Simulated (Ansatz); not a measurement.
Z-matrix (Å, degrees):
```
N
In 1 1.995
H 1 1.008 2 118.5
H 1 1.007 2 121.6 3 -144.3
Cl 2 2.339 1 109.2 3 -17.1
H 2 1.693 1 131.5 3 168.1
```

Total charge 0; spin multiplicity 1. In: def2 effective core potential.

List the CAM-B3LYP/def2-TZVPP orbital energies in eV (Ansatz 0.2.0). (An estimate is asked.)

Computed: Occupied: -2763.48, -391.16, -258.23, -197.26, -197.16, -197.14, -129.74, -86.47, -86.25, -86.15, -25.25, -24.21, -23.35, -23.32, -23.23, -22.91, -22.37, -14.95, -14.07, -11.41, -10.59, -10.10, -9.76, -8.93. Lowest empty: -0.42, 0.06, 0.81, 1.98, 2.53, 2.86, 3.56, 4.43.
